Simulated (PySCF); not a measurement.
States of one metal complex from SC-NEVPT2 in the d shell, PySCF, above the ground state:

| 2S+1 | degeneracy | energy / cm⁻¹ | f (electric dipole) |
| --- | --- | --- | --- |
| 3 | 1 | 0 | – |
| 3 | 2 | 6687 | 3.8e-06 |
| 1 | 1 | 11872 | – |
| 1 | 1 | 11907 | – |
| 3 | 1 | 14222 | 1.5e-04 |
| 3 | 2 | 14598 | 7.7e-04 |
| 3 | 1 | 16470 | 0 |
| 1 | 2 | 18458 | – |
| 1 | 1 | 20673 | – |
| 1 | 2 | 22937 | – |
| 1 | 1 | 25047 | – |
| 3 | 1 | 25231 | 1.3e-03 |

Q: Which of these complexes, all computed at model or optimised geometries, gave the data?
A. [V(OH)4]- (d2, tetrahedral)
B. [Nb(NH3)3]3+ (d2, trigonal planar)
C. Ti(SH)2 (d2, linear)
D. [VBr6]3- (d2, octahedral)

A: A. [V(OH)4]- (d2, tetrahedral) has 3B (from 3A2), then 3E (from 3T2) at 6687, 1B (from 1E) at 11872 cm⁻¹ (NEVPT2). The others: [VBr6]3- (d2, octahedral) has 3T1g, then 3T2g at 10833, 1T2g at 11530 cm⁻¹ (NEVPT2); [Nb(NH3)3]3+ (d2, trigonal planar) has a 2S+1 = 3 state (84 % 3F), then a 2S+1 = 3 state (59 % 3F) at 758, a 2S+1 = 3 state (58 % 3F) at 1307 cm⁻¹ (NEVPT2); Ti(SH)2 (d2, linear) has 3Bg, then 3Ag at 241, 3Ag at 957 cm⁻¹ (NEVPT2).

The d shell alone is too small an active space for [Nb(NH3)3]3+ (an active orbital has only 0.62 squared overlap with the free ion's shell): its levels, fitted parameters, g values and moments show what this model gives and aren't sound predictions.

On [V(OH)4]-: NEVPT2 on the d shell alone tends to put d–d bands too high for such charged or covalently bound ions.
